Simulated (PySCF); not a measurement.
Cd(tBu)(NH2), SMILES C[C](C)(C)[Cd][NH2] (C₄H₁₁CdN), singlet, GFN2-xTB optimised geometry.

```
17

Cd     0.40    -1.46     0.00
C     -0.90     0.34     0.00
C     -0.56     1.09    -1.29
C     -2.40     0.12     0.10
C     -0.41     1.16     1.20
H     -1.03     2.08    -1.30
H     -0.92     0.54    -2.17
H      0.52     1.23    -1.38
H     -2.77    -0.46    -0.75
H     -2.67    -0.40     1.01
H     -2.92     1.08     0.10
H     -0.67     0.67     2.14
H      0.67     1.30     1.15
H     -0.88     2.15     1.20
N      2.52    -1.46     0.00
H      2.92    -2.15    -0.63
H      2.87    -1.72     0.92
```

Density from B3LYP/def2-SVP, def2 effective core potentials past Kr in PySCF 2.14.0 at that geometry. The core electrons that the potentials of Cd replace are not part of the density.

Minimum of the electron density along straight lines between bonded atoms, close to the bond critical point (lines longer than 1.1 times the sum of covalent radii, or with two minima, are not listed):

| bond | length / Å | ρ at the minimum / e bohr⁻³ | ∇²ρ there / e bohr⁻⁵ | position (fraction from the first atom) |
|---|---|---|---|---|
| Cd1–C2 | 2.215 | 0.085 | 0.15 | 0.52 |
| C2–C3 | 1.528 | 0.244 | -0.55 | 0.50 |
| C2–C4 | 1.527 | 0.245 | -0.56 | 0.50 |
| C2–C5 | 1.529 | 0.244 | -0.55 | 0.50 |
| C3–H6 | 1.095 | 0.271 | -0.97 | 0.62 |
| C3–H7 | 1.094 | 0.274 | -0.99 | 0.62 |
| C3–H8 | 1.095 | 0.274 | -0.99 | 0.62 |
| C4–H9 | 1.090 | 0.276 | -1.00 | 0.62 |
| C4–H10 | 1.090 | 0.276 | -1.00 | 0.62 |
| C4–H11 | 1.095 | 0.272 | -0.97 | 0.62 |
| C5–H12 | 1.094 | 0.273 | -0.98 | 0.62 |
| C5–H13 | 1.095 | 0.274 | -0.99 | 0.62 |
| C5–H14 | 1.095 | 0.271 | -0.97 | 0.62 |
| Cd1–N15 | 2.121 | 0.090 | 0.36 | 0.52 |
| N15–H16 | 1.021 | 0.325 | -1.45 | 0.76 |
| N15–H17 | 1.023 | 0.324 | -1.44 | 0.76 |
